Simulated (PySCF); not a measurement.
# How methods differ on the excitation energy of Br

Br [Ar] 3d10 4s2 4p5 (2P) → Br [Ar] 3d10 4s1 4p6 (2S), as a difference of total energies. All numbers are calculated (PySCF 2.14, the spin-free X2C one-electron Hamiltonian (Gaussian nucleus), in x2c-QZVPPall (11s8p5d4f1g, 97 functions)). Correlated levels: valence: [Ar] 3d10 frozen; valence and next inner shell: [Ne] frozen. The calculations carry no spin-orbit coupling.

| method | excitation energy (eV) |
| --- | --- |
| UHF | 15.128 |
| LDA | 12.286 |
| PBE | 12.349 |
| PBE0 | 13.056 |
| r2SCAN | 12.891 |
| M06-2X | 13.118 |
| revPBE | 12.345 |
| r2SCAN0 | 13.414 |
| MP2 (valence) | 13.082 |
| SCS-MP2 (valence) | 12.859 |
| MP2 (valence and next inner shell) | 12.924 |
| SCS-MP2 (valence and next inner shell) | 12.719 |

Task: Estimate what B2PLYP gives.

Result: 12.984 eV, closest to MP2 (valence and next inner shell) among the rows shown.

Task: Estimate what ROHF gives.

Result: 15.187 eV, closest to UHF among the rows shown.

A first-order spin-orbit estimate (lowest level to lowest level, LS coupling) adds 0.150 eV.

The upper state lies above the first ionisation limit, where it may autoionise and the basis confines it.
